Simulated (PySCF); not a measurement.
Ge(OH)3(nBu), SMILES [OH][Ge]([CH2]CCC)([OH])[OH], singlet at its GFN2-xTB optimised geometry (Å):

```
20

C     -4.1344    -2.3238    -2.4968
C     -2.6255    -2.1341    -2.5937
C     -2.0856    -1.3032    -1.4315
C     -0.5789    -1.1127    -1.5318
Ge     0.1796    -0.0831     0.0000
O     -0.3167     1.5969     0.0000
O     -0.3115    -0.7212     1.5575
O      1.9342    -0.0831     0.0000
H     -4.5000    -2.9168    -3.3318
H     -4.6413    -1.3616    -2.5108
H     -4.3956    -2.8341    -1.5724
H     -2.1359    -3.1108    -2.5972
H     -2.3810    -1.6381    -3.5360
H     -2.5754    -0.3268    -1.4277
H     -2.3288    -1.7971    -0.4878
H     -0.0774    -2.0796    -1.5653
H     -0.3277    -0.5828    -2.4499
H     -1.0185     1.7971     0.6155
H      0.3130    -1.3289     1.9474
H      2.3288     0.7070    -0.3623
```

Calculation: CAM-B3LYP/def2-SVP in PySCF. Cells within 0.4 Å of a nucleus heavier than hydrogen are left out (blank, or x).

Map of the electrostatic potential (hartree/e), clipped to [-0.08, 0.12] on the plane z = 0.0 Å:

```
|344433333333333333333333333|
|444444333333333333333333333|
|444444443333222233333333333|
|444444444332222223333344444|
|444444444432211122333444444|
|444444444443200012334444444|
|444444455667840012344444444|
|444444456899995013445554444|
|44444455699xxx9323566655444|
|444444456899xx9755699865444|
|444444455699999997999975444|
|444444455799999999999975443|
|444444456899999999999954333|
|4444444569999xx999xx9933333|
|3444444568999xx999xx9512233|
|333344455799999999997101223|
|333444555689999998520001223|
|334447996567999985210012223|
|344459997555678764321122233|
|444459996444555554322222333|
|444446765444455544333333333|
|444444544444444444333333333|
|444444444444444444433333333|
|444444444444444444433333333|
|444444444444444444443333333|
|444444444444444444443333333|
|444444444444444444443333333|
```
Scale: ten equal steps from -0.078 (start of '0') to 0.120 (end of '9'), in the order '0123456789'; x runs from -4.50 to 4.50, y from -4.50 (bottom) to 4.50 (top).
